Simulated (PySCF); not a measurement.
Spinor energies of Al (aluminium, neutral)

Start: [Ne] 3s2 3p1; 3p1/2 filled at m_j = +1/2. Calculated with PySCF 2.14 in x2c-TZVPall-2c with one added diffuse shell each of s, p type (6s7p2d1f, 44 functions): generalised Hartree-Fock with the X2C-1e Hamiltonian and a Gaussian nucleus; one run each with spin-orbit coupling (SO) switched off, then screened by Boettger's factors.

| spinor shell | electrons | ε, spin-free (eV) | ε, screened SO (eV) | weight of nominal j (screened SO) | rms radius, screened SO (bohr) |
| --- | --- | --- | --- | --- | --- |
| 1s1/2 | 2 | -1595.0 | -1595.0 | 1.000 | 0.139 |
| 2s1/2 | 2 | -134.06 | -134.05 | 1.000 | 0.676 |
| 2p1/2 | 2 | -87.483 | -87.912 | 0.987 | 0.672 |
| 2p3/2 | 4 | -87.483 | -87.256 | 0.994 | 0.675 |
| 3s1/2 | 2 | -10.782 | -10.777 | 0.993 | 2.81 |
| 3p1/2 | 1 | -6.006 | -6.016 | 0.916 | 3.69 |

```tsv
quantity	spin-free	screened SO
E (hartree)	-242.31153	-242.31202
M_J	1/2	1/2
⟨J²⟩	1.057	1.031
⟨L²⟩	2.085	2.086
⟨S²⟩	0.778	0.779
```

Each row is a mean over spinors that exchange with the open shell spreads, by up to 0.415 eV (3s1/2).

⟨J²⟩ departs a little from M_J(M_J + 1) because the unrestricted spinors polarise the closed shells.

Without spin-orbit coupling the j labels of p, d and f shells carry no meaning; the spin-free column gives the mean over the occupied spinors of each nl shell, and its ⟨J²⟩ belongs to a mixture of degenerate components.
